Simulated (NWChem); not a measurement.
System: diethyl sulfide (C4H10S); SMILES CCSCC

The following NWChem deck was run.

```
start job
memory heap 200 mb stack 900 mb global 1100 mb
geometry units angstroms
  C     -0.299743     2.549878    -0.090372
  C     -0.597962     1.107196     0.275909
  S      0.849844     0.069593    -0.085163
  C      0.274792    -1.545850     0.509553
  C     -0.768216    -2.219548    -0.364339
  H      0.557150     2.936416     0.482197
  H     -1.169362     3.190276     0.122378
  H     -0.061383     2.646802    -1.160689
  H     -0.836867     1.019696     1.349274
  H     -1.468888     0.741161    -0.291254
  H     -0.082242    -1.431114     1.546976
  H      1.190226    -2.156435     0.560862
  H     -0.396927    -2.342710    -1.392541
  H     -1.699893    -1.635245    -0.411735
  H     -1.024362    -3.215302     0.032916
end
basis spherical
  * library def2-svp
end
dft
  xc xpbe96 cpbe96
  iterations 150
end
driver
  maxiter 120
end
task dft optimize
task dft freq
```

Excerpt of the output:

```
             Northwest Computational Chemistry Package (NWChem) 7.3.0
             --------------------------------------------------------

 C1  symmetry detected

                             Geometry "geometry" -> ""
                             -------------------------

 Output coordinates in angstroms (scale by  1.889725989 to convert to a.u.)

  No.       Tag          Charge          X              Y              Z
 ---- ---------------- ---------- -------------- -------------- --------------
    1 C                    6.0000    -0.31971483     2.54404118    -0.11250961
    2 C                    6.0000    -0.58799340     1.10273891     0.28132041
    3 S                   16.0000     0.83467484     0.06670404    -0.17231164
    4 C                    6.0000     0.30635414    -1.54673968     0.46933046
    5 C                    6.0000    -0.79209900    -2.22802910    -0.32732965
    6 H                    1.0000     0.57325565     2.93598726     0.39787700
    7 H                    1.0000    -1.17456697     3.18347334     0.15575091
    8 H                    1.0000    -0.15548417     2.63543337    -1.19715886
    9 H                    1.0000    -0.75258623     1.02078662     1.36899559
   10 H                    1.0000    -1.49465280     0.73129134    -0.22282541
   11 H                    1.0000     0.02086604    -1.42696049     1.52811920
   12 H                    1.0000     1.22490895    -2.15473397     0.46120186
   13 H                    1.0000    -0.49173372    -2.35614578    -1.37784885
   14 H                    1.0000    -1.72651492    -1.64633446    -0.31403927
   15 H                    1.0000    -1.01757075    -3.22212980     0.09204443

 Effective nuclear repulsion energy (a.u.)     235.5469866656

                                Z-matrix (autoz)
                                --------

 Units are Angstrom for bonds and degrees for angles

      Type          Name      I     J     K     L     M      Value
      ----------- --------  ----- ----- ----- ----- ----- ----------
    1 Stretch                  1     2                       1.51803
    2 Stretch                  1     6                       1.10069
    3 Stretch                  1     7                       1.10073
    4 Stretch                  1     8                       1.10081
    5 Stretch                  2     3                       1.81745
    6 Stretch                  2     9                       1.10311
    7 Stretch                  2    10                       1.10189
    8 Stretch                  3     4                       1.81495
    9 Stretch                  4     5                       1.51836
   10 Stretch                  4    11                       1.10312
   11 Stretch                  4    12                       1.10157
   12 Stretch                  5    13                       1.10010
   13 Stretch                  5    14                       1.10076
   14 Stretch                  5    15                       1.10225
   15 Bend                     1     2     3               109.76361
   16 Bend                     1     2     9               110.65324
   17 Bend                     1     2    10               110.29031
   18 Bend                     2     1     6               111.17207
   19 Bend                     2     1     7               110.55306
   20 Bend                     2     1     8               111.15038
   21 Bend                     2     3     4               100.99099
   22 Bend                     3     2     9               108.69640
   23 Bend                     3     2    10               109.73849
   24 Bend                     3     4     5               115.08627
   25 Bend                     3     4    11               108.54999
   26 Bend                     3     4    12               104.20044
   27 Bend                     4     5    13               110.84038
   28 Bend                     4     5    14               111.75696
   29 Bend                     4     5    15               110.67303
   30 Bend                     5     4    11               111.41309
   31 Bend                     5     4    12               110.59295
   32 Bend                     6     1     7               108.07089
   33 Bend                     6     1     8               107.83580
   34 Bend                     7     1     8               107.92478
   35 Bend                     9     2    10               107.65659
   36 Bend                    11     4    12               106.42822
   37 Bend                    13     5    14               107.74886
   38 Bend                    13     5    15               108.30903
   39 Bend                    14     5    15               107.35918
   40 Torsion                  1     2     3     4         177.20725
   41 Torsion                  2     3     4     5          72.96909
   42 Torsion                  2     3     4    11         -52.64329
   43 Torsion                  2     3     4    12        -165.76146
   44 Torsion                  3     2     1     6         -60.02479
   45 Torsion                  3     2     1     7         179.94345
   46 Torsion                  3     2     1     8          60.10953
   47 Torsion                  3     4     5    13          56.72559
   48 Torsion                  3     4     5    14         -63.48172
   49 Torsion                  3     4     5    15         176.91800
   50 Torsion                  4     3     2     9          56.05862
   51 Torsion                  4     3     2    10         -61.43323
   52 Torsion                  6     1     2     9          59.93860
   53 Torsion                  6     1     2    10         178.94767
   54 Torsion                  7     1     2     9         -60.09316
   55 Torsion                  7     1     2    10          58.91591
   56 Torsion                  8     1     2     9        -179.92708
   57 Torsion                  8     1     2    10         -60.91801
   58 Torsion                 11     4     5    13        -179.15649
   59 Torsion                 11     4     5    14          60.63621
   60 Torsion                 11     4     5    15         -58.96408
   61 Torsion                 12     4     5    13         -61.00093
   62 Torsion                 12     4     5    14         178.79177
   63 Torsion                 12     4     5    15          59.19148

  pbe96 is a nonlocal functional; adding pw91lda local functional.

                           NWChem Geometry Optimization
                           ----------------------------

 maximum gradient threshold         (gmax) =   0.000450
 rms gradient threshold             (grms) =   0.000300
 maximum cartesian step threshold   (xmax) =   0.001800
 rms cartesian step threshold       (xrms) =   0.001200
 fixed trust radius                (trust) =   0.300000
 source of zmatrix                         =   autoz

          -------------------
          Energy Minimization
          -------------------

 Using diagonal initial Hessian
 Scaling for Hessian diagonals: bonds = 1.00  angles = 0.25  torsions = 0.10

          --------
          Step   0

                                 NWChem DFT Module
                                 -----------------

 Summary of "ao basis" -> "ao basis" (spherical)
 ------------------------------------------------------------------------------
       Tag                 Description            Shells   Functions and Types
 ---------------- ------------------------------  ------  ---------------------
 C                          def2-svp                 6       14   3s2p1d
 S                          def2-svp                 8       18   4s3p1d
 H                          def2-svp                 3        5   2s1p

            General Information
            -------------------
          SCF calculation type: DFT
          Wavefunction type:  closed shell.
          No. of atoms     :    15
          No. of electrons :    50
           Alpha electrons :    25
            Beta electrons :    25
          Charge           :     0
          Spin multiplicity:     1
          Use of symmetry is: off; symmetry adaption is: off
          Maximum number of iterations: 150
          AO basis - number of functions:   124
                     number of shells:    62
          Convergence on energy requested:  1.00D-06
          Convergence on density requested:  1.00D-05
          Convergence on gradient requested:  5.00D-04

              XC Information
              --------------
          PerdewBurkeErnzerhof Exchange Functional  1.000
            Perdew 1991 LDA Correlation Functional  1.000 local
           PerdewBurkeErnz. Correlation Functional  1.000 non-local

             Grid Information
             ----------------
          Grid used for XC integration:  medium
          Radial quadrature: Mura-Knowles
          Angular quadrature: Lebedev.
          Tag              B.-S. Rad. Rad. Pts. Rad. Cut. Ang. Pts.
          ---              ---------- --------- --------- ---------
          C                   0.70       49          13.0       434
          S                   1.00       88          10.0       590
          H                   0.35       45          14.0       434
          Grid pruning is: on
          Number of quadrature shells:   734
          Spatial weights used:  Erf1

      Superposition of Atomic Density Guess
      -------------------------------------

 Sum of atomic energies:        -552.83935064

      Non-variational initial energy
      ------------------------------

 Total energy =    -556.022150
 1-e energy   =   -1223.636632
 2-e energy   =     432.067495
 HOMO         =      -0.258972
 LUMO         =       0.069845

   convergence    iter        energy       DeltaE   RMS-Dens  Diis-err
 ---------------- ----- ----------------- --------- --------- ---------
 d= 0,ls=0.0,diis     1   -555.9466433113 -7.91D+02  6.63D-03  4.46D-01
 d= 0,ls=0.0,diis     2   -555.9652822862 -1.86D-02  4.73D-03  1.93D-01
 d= 0,ls=0.0,diis     3   -555.9752289246 -9.95D-03  2.16D-03  1.20D-01
 d= 0,ls=0.0,diis     4   -555.9910761313 -1.58D-02  2.57D-04  1.00D-03
 d= 0,ls=0.0,diis     5   -555.9911905932 -1.14D-04  8.57D-05  1.02D-04
  Resetting Diis
 d= 0,ls=0.0,diis     6   -555.9912041383 -1.35D-05  2.26D-05  6.43D-06
 d= 0,ls=0.0,diis     7   -555.9912049284 -7.90D-07  1.95D-05  9.65D-07
 d= 0,ls=0.0,diis     8   -555.9912045881  3.40D-07  1.25D-05  3.39D-06
 d= 0,ls=0.0,diis     9   -555.9912050585 -4.70D-07  1.45D-06  2.15D-08

[...]

      ----------------------
      Optimization converged
      ----------------------

  Step       Energy      Delta E   Gmax     Grms     Xrms     Xmax
  ---- ---------------- -------- -------- -------- -------- --------
@    4    -555.99194215 -1.0D-06  0.00008  0.00003  0.00073  0.00160
                                     ok       ok       ok       ok

                                Z-matrix (autoz)
                                --------

 Units are Angstrom for bonds and degrees for angles

[...]

 Rotational Constants
 --------------------
 A=   0.273931 cm-1  (  0.394117 K)
 B=   0.066926 cm-1  (  0.096290 K)
 C=   0.059196 cm-1  (  0.085169 K)

 Temperature                      =   298.15K
 frequency scaling parameter      =   1.0000

 Zero-Point correction to Energy  =   80.817 kcal/mol  (  0.128790 au)
 Thermal correction to Energy     =   85.569 kcal/mol  (  0.136363 au)
 Thermal correction to Enthalpy   =   86.161 kcal/mol  (  0.137306 au)

 Total Entropy                    =   85.294 cal/mol-K
   - Translational                =   39.388 cal/mol-K (mol. weight =  90.0503)
   - Rotational                   =   26.788 cal/mol-K (symmetry #  =        1)
   - Vibrational                  =   19.119 cal/mol-K

 Cv (constant volume heat capacity) =   25.677 cal/mol-K
   - Translational                  =    2.979 cal/mol-K
   - Rotational                     =    2.979 cal/mol-K
   - Vibrational                    =   19.718 cal/mol-K

[normal modes left out]

 ----------------------------------------------------------------------------
 Normal Eigenvalue ||           Projected Infra Red Intensities
  Mode   [cm**-1]  || [atomic units] [(debye/angs)**2] [(KM/mol)] [arbitrary]
 ------ ---------- || -------------- ----------------- ---------- -----------
    1        0.000 ||    0.000003           0.000         0.003       0.004
    2        0.000 ||    0.000522           0.012         0.509       0.760
    3        0.000 ||    0.000403           0.009         0.393       0.587
    4        0.000 ||    0.000165           0.004         0.161       0.240
    5        0.000 ||    0.000141           0.003         0.138       0.206
    6        0.000 ||    0.000599           0.014         0.584       0.873
    7       49.898 ||    0.000004           0.000         0.004       0.006
    8       86.235 ||    0.001216           0.028         1.185       1.771
    9      163.601 ||    0.000284           0.007         0.277       0.414
   10      242.905 ||    0.000048           0.001         0.047       0.070
   11      258.936 ||    0.000354           0.008         0.345       0.515
   12      292.711 ||    0.001247           0.029         1.216       1.817
   13      372.311 ||    0.001352           0.031         1.318       1.969
   14      642.667 ||    0.001333           0.031         1.299       1.941
   15      677.754 ||    0.000841           0.019         0.820       1.224
   16      738.594 ||    0.004802           0.111         4.682       6.994
   17      766.075 ||    0.004860           0.112         4.738       7.078
   18      955.499 ||    0.007130           0.164         6.950      10.383
   19      968.646 ||    0.004862           0.112         4.740       7.081
   20      989.455 ||    0.001275           0.029         1.243       1.857
   21     1002.603 ||    0.000179           0.004         0.175       0.261
   22     1039.226 ||    0.000312           0.007         0.304       0.454
   23     1062.727 ||    0.004648           0.107         4.531       6.770
   24     1205.194 ||    0.002194           0.051         2.139       3.195
   25     1215.962 ||    0.015413           0.356        15.026      22.447
   26     1229.733 ||    0.023528           0.543        22.937      34.265
   27     1244.596 ||    0.008622           0.199         8.405      12.557
   28     1338.651 ||    0.003670           0.085         3.578       5.345
   29     1341.385 ||    0.004650           0.107         4.533       6.772
   30     1388.440 ||    0.005884           0.136         5.736       8.569
   31     1410.828 ||    0.009991           0.231         9.740      14.550
   32     1411.295 ||    0.003033           0.070         2.957       4.417
   33     1413.563 ||    0.006602           0.152         6.436       9.615
   34     1423.228 ||    0.003590           0.083         3.500       5.229
   35     1427.973 ||    0.003470           0.080         3.383       5.053
   36     2964.110 ||    0.023432           0.541        22.843      34.126
   37     2969.450 ||    0.030616           0.706        29.846      44.588
   38     2974.057 ||    0.028716           0.663        27.994      41.821
   39     2974.994 ||    0.015447           0.356        15.058      22.496
   40     3019.643 ||    0.010170           0.235         9.914      14.811
   41     3033.664 ||    0.003247           0.075         3.165       4.728
   42     3054.065 ||    0.021667           0.500        21.122      31.554
   43     3066.085 ||    0.013906           0.321        13.556      20.252
   44     3068.603 ||    0.017924           0.414        17.473      26.104
   45     3073.878 ||    0.016638           0.384        16.220      24.231
 ----------------------------------------------------------------------------
```

Level: PBE/def2-SVP.
